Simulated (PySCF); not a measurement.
Job file and geometry (Å, from PBE0-D3(BJ)/def2-SVP) of an NMR shielding run on `C1C[SiH2]P[SiH2]1`, C$_{2}$H$_{9}$PSi$_{2}$, GIAO PBE0/pcSseg-1 NMR shielding, non-relativistic, gas phase in PySCF 2.14.0, density-fitted response routines; density fitting, a coarse starting grid and PySCF grid level 2 are the driver's defaults:

```
$ OMP_NUM_THREADS=1 python probes_run.py task.json out

{"job": {"kind": "nmr", "xc": "PBE0", "basis": "pcSseg-1"}, "charge": 0, "multiplicity": 1}
C      0.380932    -1.243762     0.267693
C     -0.899619    -0.813447    -0.459591
Si    -1.423623     0.885397     0.200965
P      0.500757     2.081123     0.408946
Si     1.681264     0.139102     0.184164
H      0.791747    -2.185994    -0.133224
H      0.169920    -1.430216     1.336137
H     -0.717083    -0.717471    -1.544525
H     -1.710176    -1.552532    -0.339981
H     -2.015386     0.730220     1.566606
H     -2.405398     1.594471    -0.674928
H      0.557047     2.373682    -0.989897
H      2.388527     0.140118    -1.134716
H      2.699733    -0.001651     1.268021
```

Problem. Write the output of this run.

Solution. 
```
coarse grid: 12624 points
cycle   1  E = -1001.4092387372  dE =  1.599e-01  |g| = 3.390e-01  |ddm| = 3.328e+00
cycle   2  E = -1001.3969233281  dE =  1.232e-02  |g| = 4.009e-01  |ddm| = 6.892e-01
cycle   3  E = -1001.4392736495  dE = -4.235e-02  |g| = 4.317e-02  |ddm| = 4.061e-01
cycle   4  E = -1001.4397258169  dE = -4.522e-04  |g| = 1.875e-02  |ddm| = 8.620e-02
cycle   5  E = -1001.4398334281  dE = -1.076e-04  |g| = 3.023e-03  |ddm| = 3.301e-02
cycle   6  E = -1001.4398358281  dE = -2.400e-06  |g| = 4.102e-04  |ddm| = 4.951e-03
final grid: 106544 points
cycle   7  E = -1001.4689666325  dE = -1.513e-05  |g| = 5.736e-03  |ddm| = 2.027e-02
cycle   8  E = -1001.4689583291  dE =  8.303e-06  |g| = 7.845e-03  |ddm| = 1.333e-02
cycle   9  E = -1001.4689751763  dE = -1.685e-05  |g| = 3.238e-04  |ddm| = 8.257e-03
cycle  10  E = -1001.4689752024  dE = -2.614e-08  |g| = 5.826e-05  |ddm| = 5.612e-04
cycle  11  E = -1001.4689752034  dE = -9.354e-10  |g| = 2.655e-05  |ddm| = 1.106e-04
converged SCF energy = -1001.4689752034

GIAO shielding tensors (ppm)
atom      isotropic    diamagn.    paramagn.     s11        s22        s33       span
  0 C      174.910     252.695     -77.785    161.883    170.873    191.975     30.092
  1 C      172.134     252.508     -80.374    160.847    169.702    185.852     25.005
  2 Si     371.996     879.755    -507.759    285.047    392.244    438.697    153.650
  3 P      656.505     967.968    -311.463    588.582    650.926    730.007    141.425
  4 Si     373.856     879.719    -505.862    290.191    389.815    441.563    151.372
  5 H       29.865      29.887      -0.022     24.105     27.223     38.267     14.163
  6 H       30.823      31.135      -0.312     26.099     27.969     38.401     12.302
  7 H       30.912      31.373      -0.460     26.492     27.968     38.278     11.785
  8 H       29.865      29.862       0.003     24.201     27.167     38.227     14.026
  9 H       27.206      28.785      -1.579     22.846     25.018     33.754     10.907
 10 H       26.523      28.372      -1.849     22.600     24.231     32.738     10.138
 11 H       30.599      29.903       0.696     25.143     26.181     40.473     15.330
 12 H       26.855      28.804      -1.949     22.952     24.474     33.138     10.186
 13 H       26.785      28.376      -1.591     22.496     24.732     33.128     10.632
```

Problem. Turn these shieldings into chemical shifts. Referencing at the same level of theory: $^{13}$C (σ = 184.41 ppm) and $^{29}$Si (σ = 351.99 ppm) and $^{1}$H (σ = 31.27 ppm) against TMS; $^{31}$P (σ = 310.13 ppm) against H3PO4.

Solution. Averaging equivalent atoms: C 0/1: 10.9; Si 2/4: -20.9; P 3: -346.4; H 9/10/12/13: 4.42; H 5/6/7/8: 0.90; H 11: 0.67 ppm. Experimental scales use liquid or dissolved standards, which lie at an offset from isolated H3PO4.

Size and cost of the density-fitted run: 151 basis functions, 13 s wall time on 1 thread of an Arm Neoverse V2, shared host.
